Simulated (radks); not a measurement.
The numbers below are computed, except where a source is named.
Ionisation of S, [Ne] 3s2 3p4, to S+, [Ne] 3s2 3p3, under several functionals. Non-relativistic Kohn-Sham, spin-polarised, spherical densities, point nucleus; open shells are filled with parallel spins first; a radial shooting solver on a logarithmic mesh with Libxc functionals.

functional                                        E(S) (hartree)  Exc (hartree)  IE (eV)  -e(HOMO) (eV)  <r> HOMO (bohr)  IE error (eV)
revPBE                                                -398.04781      -25.52520   10.184          5.940            2.121         -0.176
PW91                                                  -398.10672      -25.58521   10.315          6.047            2.119         -0.045
OLYP                                                  -398.13717      -25.63934   10.104          5.825            2.149         -0.256
revTPSS                                               -397.98486      -25.45815   10.129          5.926            2.122         -0.231
LDA (Slater exchange, Perdew-Wang correlation)        -396.73823      -24.16974   10.550          6.220            2.122         +0.190
AM05                                                  -396.86516      -24.30404   10.246          5.973            2.123         -0.114
LDA (Slater exchange, Perdew-Zunger correlation)      -396.73525      -24.16627   10.618          6.275            2.119         +0.258
MS2 meta-GGA                                          -398.11352      -25.60710   10.011          5.856            2.119         -0.349
exchange-only B88                                     -397.49206      -24.94915    9.026          4.917            2.171         -1.334
BLYP                                                  -398.12751      -25.60242   10.301          5.947            2.137         -0.059
SOGGA                                                 -397.20082      -24.65147   10.113          5.875            2.117         -0.247

NIST Atomic Spectra Database: 10.360 eV (measured). Closest: PW91. The Delta-SCF values span 1.59 eV, the total energies 1.40 hartree. The highest occupied level is 3p. Open shells are spherical and high-spin; term and fine-structure splittings are not resolved.
